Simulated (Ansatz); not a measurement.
Correlation energies of `O=[Se]` (triplet) by basis set

Z-matrix (Å, degrees):
```
O
Se 1 1.633
```

The species carries charge 0 and has multiplicity 3. Correlated methods include outer-core shells of Se, which these sets cover unevenly. Scalar relativity is left out up to krypton. Geometry: relaxed with PBE0-D4/def2-TZVP. Frozen core, unrestricted reference, Ansatz 0.2.0.

```csv
basis,HF (Eh),MP2 corr.
def2-SVP,-2474.28578,-0.39784
def2-TZVPP,-2474.69088,-0.48066
def2-QZVPP,-2474.74308,-0.79961
```

Problem. Estimate the CCSD correlation energy and the (T) correction in each basis where they were run (hartree).

Solution. 
| basis | CCSD corr. | (T) |
| --- | --- | --- |
| def2-SVP | -0.40378 | -0.01281 |
| def2-TZVPP | -0.48041 | -0.02135 |
| def2-QZVPP | -0.77546 | -0.02703 |
